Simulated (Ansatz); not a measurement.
The cluster CrO3. The state is a triplet with charge 0. Geometry r2SCAN-D4/def2-TZVP, that of the charge +1 doublet; atoms count from 1.

Cartesian coordinates in Å:
```
Cr 0.092 -0.416 0.523
O -0.122 0.422 1.787
O 0.656 0.146 -1.148
O -0.625 -0.152 -1.162
```

The structure holds one bond between oxygen atoms, so isomers without such links may lie far lower. The charge 0 triplet is spin-contaminated (final ⟨S²⟩ up to 2.83, 2.00 for a pure state). The structure comes from a short search, and lower isomers may exist.

Estimate the Mulliken populations from the PBE0/def2-TZVP orbitals of Ansatz.


| atom | charge (e) | spin (α − β) | d electrons |
| --- | --- | --- | --- |
| Cr1 | 1.03 | 3.06 | 4.36 |
| O2 | -0.62 | -0.09 | – |
| O3 | -0.20 | -0.48 | – |
| O4 | -0.20 | -0.48 | – |
Mulliken values depend strongly on the basis.

Where does the spin sit?

Summed by element: Cr 3.06, O -1.06, of 2 unpaired in all. Largest on single atoms: Cr1 3.06, O4 -0.48, O3 -0.48.

And the Mayer bond orders between heavy atoms (over 0.3)?

Cr1–O2 2.07 (1.53 Å); Cr1–O3 0.67 (1.85 Å); Cr1–O4 0.67 (1.85 Å); O3–O4 1.16 (1.32 Å).
